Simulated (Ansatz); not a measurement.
Q: Name a neutral molecule of C, P, Si and H with LUMO energy (PBE0/def2-TZVPP) between 0.05 and 0.35 eV and LUMO energy (ωB97M-V/def2-TZVPP) between 1.65 and 1.95 eV (Ansatz, PBE0-D4/def2-TZVP geometry).

A: `[SiH3]C[SiH2]P` (0.23 eV, 1.79 eV); `P[SiH]1CC1` (0.12 eV, 1.90 eV). Other molecules can fit too; these were computed, each in one conformer that needn't be the lowest.
